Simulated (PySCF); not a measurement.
A GIAO shielding run with PySCF 2.14 (density fitting, non-relativistic, gas phase) on `InChI=1S/C3H8O2SSi/c1-3(4)5-7-6-2/h7H2,1-2H3`:

```
$ OMP_NUM_THREADS=1 python probes_run.py task.json out

{"job": {"kind": "nmr", "xc": "PBE0", "basis": "pcSseg-1"}, "charge": 0, "multiplicity": 1}
C     -3.390947     0.176412     0.742306
S     -1.793958     1.034469     0.894603
Si    -0.587099    -0.410676    -0.085523
O      0.886375     0.318760     0.027980
C      1.956700    -0.281108    -0.484074
C      3.209686     0.517987    -0.291711
O      1.879597    -1.346945    -1.030902
H     -4.136540     0.806226     1.214500
H     -3.339054    -0.781028     1.248662
H     -3.630665     0.037324    -0.306088
H     -0.980779    -0.557965    -1.479829
H     -0.590268    -1.671507     0.643150
H      3.366860     0.680932     0.772465
H      3.087258     1.490658    -0.763768
H      4.058419    -0.005550    -0.720821
```

Hardware: 1 thread of an Arm Neoverse V1, shared host. The job also computes population analyses, field gradients.

(1) How large is the calculation?

(2) How long does it take, and how much memory does it need?

## Answers

(1) 72 electrons, 173 basis functions and 945 auxiliary functions.

(2) 29 s of wall time, with 14 SCF cycles and 5 response iterations; peak memory 0.78 GiB. Times on a shared host scatter by some tens of per cent.
